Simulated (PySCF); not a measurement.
## One change at a time: excitation energies

Computed with TDDFT B3LYP/def2-SVPD, vertical, gas phase, core orbitals frozen in the response (PySCF). Geometries: GFN2-xTB; one conformer of each isolated species. Triplets are in the Tamm–Dancoff approximation. 'Strongest' means the level of largest summed f among the lowest 8 singlets; it needn't be the same kind of state in each.

Parent: `[SiH2](CCl)C(C)=O`, with lowest singlet excitation energy 3.52 eV, HOMO energy -6.86 eV, HOMO–LUMO gap 5.21 eV, energy of the strongest computed level 6.29 eV, LUMO energy -1.65 eV. Its spectrum: 352 nm (f 0.001); 220 nm (f 0.001); 218 nm (f 0.003); 204 nm (f 0.002); 204 nm (f 0.002).

Shifts from the parent:

```json
{"change": "H on C replaced by ethynyl", "SMILES": "C#CCC(=O)[SiH2]CCl", "Δ S1 (eV)": "-0.06", "Δ HOMO (eV)": "-0.14", "Δ gap (eV)": "-0.13", "Δ strongest (eV)": "-0.17", "Δ LUMO (eV)": "-0.27"}
{"change": "H on C replaced by CHO", "SMILES": "O=CCC(=O)[SiH2]CCl", "Δ S1 (eV)": "0.00", "Δ HOMO (eV)": "-0.09", "Δ gap (eV)": "-0.40", "Δ strongest (eV)": "-2.45", "Δ LUMO (eV)": "-0.49"}
{"change": "H on C replaced by OCH3", "SMILES": "COCC(=O)[SiH2]CCl", "Δ S1 (eV)": "-0.20", "Δ HOMO (eV)": "+0.02", "Δ gap (eV)": "-0.29", "Δ strongest (eV)": "+0.02", "Δ LUMO (eV)": "-0.27"}
{"change": "H on C replaced by CH3", "SMILES": "CCC(=O)[SiH2]CCl", "Δ S1 (eV)": "+0.01", "Δ HOMO (eV)": "+0.07", "Δ gap (eV)": "-0.01", "Δ strongest (eV)": "-0.04", "Δ LUMO (eV)": "+0.07"}
{"change": "H on C replaced by vinyl", "SMILES": "C=CCC(=O)[SiH2]CCl", "Δ S1 (eV)": "-0.17", "Δ HOMO (eV)": "+0.11", "Δ gap (eV)": "-0.33", "Δ strongest (eV)": "-0.70", "Δ LUMO (eV)": "-0.22"}
```

**Question.** Predict the same shifts for this change: H on C replaced by CH2Cl (`O=C(CCCl)[SiH2]CCl`).

**Answer.** Δ lowest singlet excitation energy +0.01 eV, Δ HOMO energy -0.16 eV, Δ HOMO–LUMO gap -0.01 eV, Δ energy of the strongest computed level -0.67 eV, Δ LUMO energy -0.17 eV. Spectrum: 3.53 eV (f 0.001); 5.62 eV (f 0.011); 5.67 eV (f 0.003); 5.80 eV (f 0.000); 5.91 eV (f 0.000). S1 falls most with H on C replaced by OCH3 (-0.20 eV), and none raises it by more than 0.03 eV. S1 is simply the lowest singlet of each species and needn't be the same kind of state throughout. Over these 6 changes the shifts of S1 and of the HOMO–LUMO gap correlate with r = 0.54.

Lowest levels of each derivative:
- `O=C(CCCl)[SiH2]CCl`: 3.53 eV (f 0.001); 5.62 eV (f 0.011); 5.67 eV (f 0.003)
- `C#CCC(=O)[SiH2]CCl`: 3.47 eV (f 0.001); 5.32 eV (f 0.004); 5.34 eV (f 0.008)
- `O=CCC(=O)[SiH2]CCl`: 3.52 eV (f 0.001); 3.85 eV (f 0.019); 4.61 eV (f 0.009)
- `COCC(=O)[SiH2]CCl`: 3.32 eV (f 0.003); 5.29 eV (f 0.013); 5.34 eV (f 0.024)
- `CCC(=O)[SiH2]CCl`: 3.53 eV (f 0.001); 5.60 eV (f 0.002); 5.67 eV (f 0.001)
- `C=CCC(=O)[SiH2]CCl`: 3.35 eV (f 0.003); 5.35 eV (f 0.015); 5.44 eV (f 0.021)
